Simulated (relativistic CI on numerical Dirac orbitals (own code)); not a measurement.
# Sensitivity of the levels of Hf XXII to α and to the nuclear radius

These numbers are calculated, not measured: Dirac-Coulomb-Breit CI, separate exchange-only KLI orbitals for each configuration, derivatives by finite differences, unscaled Slater integrals, QED left out (own radial code, finite nucleus).

Configurations in the expansion (outside the closed core [Ar] 3d10 4p6 4d10): 4s²4f⁵, 4s²4f⁴5s, 4s²4f³5s², 4s4f⁴5s². Levels of other configurations are missing.

With x = (α/α₀)² − 1 an excitation energy changes as ω = ω₀ + qx; K = 2q/ω₀ is the relative enhancement. Terms are leading LS components, so labels can repeat. The field-shift factor is F = δν/δ⟨r²⟩ for the transition from the lowest level.

Lowest level 4s²4f⁵ ⁶H°5/2.

| Level | ω₀ (cm⁻¹) | q (cm⁻¹) | K | F (GHz/fm²) |
| --- | --- | --- | --- | --- |
| 4s²4f⁵ ⁶H°7/2 | 6697.3 | 9636 | 2.88 | 0.385 |
| 4s²4f⁵ ⁶H°9/2 | 13383.5 | 17240 | 2.58 | 0.704 |
| 4s²4f⁵ ⁶H°11/2 | 19686.1 | 22570 | 2.29 | 0.945 |
| 4s²4f⁵ ⁶F°3/2 | 20950.5 | 9145 | 0.873 | 0.493 |
| 4s²4f⁵ ⁶F°1/2 | 21058.2 | 11580 | 1.1 | 0.575 |
| 4s²4f⁵ ⁶F°5/2 | 21832.7 | 6569 | 0.602 | 0.417 |
| 4s²4f⁵ ⁶H°13/2 | 25473.9 | 25880 | 2.03 | 1.11 |
| 4s²4f⁵ ⁶F°7/2 | 27508.6 | 15680 | 1.14 | 0.776 |
| 4s²4f⁵ ⁶H°15/2 | 30407.5 | 25930 | 1.71 | 1.17 |
| 4s²4f⁵ ⁶F°9/2 | 34167.9 | 23100 | 1.35 | 1.09 |
| 4s²4f⁵ ⁶F°11/2 | 40905.0 | 28760 | 1.41 | 1.34 |
| 4s²4f⁵ ⁴G°5/2 | 43013.3 | 9173 | 0.427 | 0.708 |
| 4s²4f⁵ ⁴M°15/2 | 46224.3 | 5637 | 0.244 | 0.617 |

At this charge energies of transitions that change n are usually good to better than 1 %, and those within a shell (Δn = 0) to a few per cent. Terms inside the open d or f shell come out 10 to 20 % too wide with unscaled integrals.
